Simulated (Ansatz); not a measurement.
Cl2GeH4Si (`Cl[SiH2][GeH2][Cl]`), relaxed with RKS PBE-D4/def2-SVP in Ansatz from a rough embedded geometry. The force threshold is 0.03 eV/Å; the program also tests the step.

Charge 0, multiplicity 1.

Start:

```xyz
8

Cl   -2.277   -0.485    1.353
Si   -1.039   -0.393   -0.311
Ge    1.046    0.391    0.307
Cl    2.330    0.444   -1.422
H    -0.969   -1.704   -0.899
H    -1.640    0.537   -1.322
H     1.659   -0.566    1.383
H     0.890    1.777    0.910
```

Q: By how much does the energy fall, and how many steps does the optimiser take? (Estimate.)

A: Computed: 12.49 kJ/mol, in 3 steps.

Q: Which bonds change most? (Best estimate.)

A: Ansatz gave: Si2–Ge3 from 2.311 to 2.391 Å; Si2–H5 from 1.439 to 1.500 Å; Ge3–Cl4 from 2.154 to 2.196 Å; Ge3–H8 from 1.520 to 1.552 Å.

Q: Give the relaxed structure. (An estimate is asked.)

A: The calculation gave: 
```xyz
8

Cl   -2.297   -0.476    1.353
Si   -1.088   -0.404   -0.354
Ge    1.045    0.392    0.374
Cl    2.315    0.444   -1.417
H    -0.985   -1.779   -0.946
H    -1.698    0.539   -1.351
H     1.727   -0.551    1.401
H     0.980    1.835    0.940
```
